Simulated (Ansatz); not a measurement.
Geometry optimisation, UKS B3LYP-D4/def2-SVP in Ansatz.

The input (input.yaml):

```yaml
crystal:
  periodic: [false, false, false]
  atoms:
    - { symbol: "N", position_ang: [-1.7691, -0.4627, 0.1898] }
    - { symbol: B, position_ang: [-0.3864, -0.9263, 0.1844] }
    - { symbol: O, position_ang: [0.4664, -0.642, -0.9617] }
    - { symbol: Si, position_ang: [1.4188, 0.8105, -0.5447] }
    - { symbol: F, position_ang: [0.2803, 2.1006, -0.5416] }
    - { symbol: H, position_ang: [-2.4361, -1.239, 0.2658] }
    - { symbol: H, position_ang: [-1.9168, 0.1531, 1.0489] }
    - { symbol: H, position_ang: [-1.44094, -0.12143, -0.73618] }
    - { symbol: H, position_ang: [1.9984, 0.6847, 0.816] }
    - { symbol: H, position_ang: [2.3869, 1.0475, -1.5273] }
magnetization:
  spin_polarized: true
basis:
  gaussian: { orbitals: def2-SVP }
hamiltonian:
  xc: b3lyp
  dispersion: d4
relax:
  f_tol: 0.02
  max_steps: 50
output:
  orbitals: {}
```

Command:

```bash
$ ansatz run input.yaml --threads 2 --pin off --max-ram 3072MiB --backend cpu --events-out ev --progress --plain --runs-dir out
```

Task: Where does it end, and by what steps?

Result: The forces met the threshold. After 13 steps the energy has fallen by 2.525 eV; F5 moved furthest, 1.28 Å.

```
step  energy less start (eV)  largest force component (eV/Å)  accepted
   0                  0.0000                           5.789       yes
   1                 -1.4948                           2.666       yes
   2                 -2.0703                           1.100       yes
   3                 -2.2580                           0.991       yes
   4                 -2.3622                           0.582       yes
   5                 -2.4191                           0.278       yes
   6                 -2.4587                           0.331       yes
   7                 -2.4886                           0.354       yes
   8                 -2.5040                           0.387       yes
   9                 -2.5146                           0.333       yes
  10                 -2.5204                           0.284       yes
  11                 -2.5242                           0.150       yes
  12                 -2.5250                           0.050       yes
  13                 -2.5252                           0.010       yes
```

```xyz
10
Properties=species:S:1:pos:R:3
N -1.983 -0.734 0.044
B -0.394 -0.404 0.643
O 0.144 0.228 -0.446
Si 1.649 0.957 -0.469
F 1.433 2.540 -0.188
H -2.194 -1.717 0.236
H -2.624 -0.181 0.625
H -2.156 -0.520 -0.955
H 2.564 0.417 0.557
H 2.162 0.819 -1.853
```

Whether the end is a true minimum wasn't checked by a vibrational analysis.

Run time: 89 s on 2 threads of Intel(R) Xeon(R) Platinum 8259CL CPU @ 2.50GHz (Skylake/Cascade Lake), on a shared host, peak memory 0.33 GiB.
